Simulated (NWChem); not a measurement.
# Si2H4Cl2; SMILES Cl[SiH2][SiH2]Cl

```xyz
8

Si     0.7761     0.8758     0.0000
Cl    -0.3083     2.6504     0.0000
Si    -0.7761    -0.8758     0.0000
Cl     0.3083    -2.6504     0.0000
H      1.6355     0.8346    -1.2174
H      1.6355     0.8346     1.2174
H     -1.6355    -0.8346    -1.2174
H     -1.6355    -0.8346     1.2174
```
Atoms are numbered in this order, from 1.

Program: NWChem. Pople sets run with spherical d functions. Coordinates come from a PBE0/def2-SVP optimisation. Level: M05-2X/6-31G* with SMD (1 M gas to 1 M solution), gas-phase geometry. Reactions with the solvent are ignored.

| solvent | dielectric constant | solvation free energy (kcal/mol) | cavity-dispersion-structure term (kcal/mol) |
|---|---|---|---|
| water | 78.4 | 0.5 | 2.9 |
| dimethyl sulfoxide | 46.8 | -2.6 | -0.2 |
| cyclohexane | 2.02 | -2.9 | -1.8 |
| diethyl ether | 4.24 | -4.0 | -2.2 |
| benzene | 2.27 | -3.6 | -2.4 |
